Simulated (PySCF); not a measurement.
Precursor series Cd F-Br. Isolated molecules, 0 K electronic values unless said otherwise.

The charge on the central atom (Mulliken) from two functionals at the same geometries (BP86-D3(BJ)/def2-SVP), both in PySCF: PBE-D3(BJ)/def2-TZVP and B3LYP-D3(BJ)/def2-TZVP. B3LYP has the VWN-RPA correlation part, as in Gaussian. 

| species | PBE-D3(BJ)/def2-TZVP (e) | B3LYP-D3(BJ)/def2-TZVP (e) |
|---|---|---|
| 0 of 2 F replaced by Br ([Cd(F)2]) | 0.99 | 1.09 |
| 1 of 2 F replaced by Br | 0.82 | 0.90 |
| 2 of 2 F replaced by Br ([Cd(Br)2]) | 0.66 | 0.71 |

Over these rows, drawn at random from the members with no instability flagged (it was tested for open shells, ions and some series alone), PBE minus B3LYP-D3(BJ): mean -0.08 e, from -0.10 e to -0.05 e.
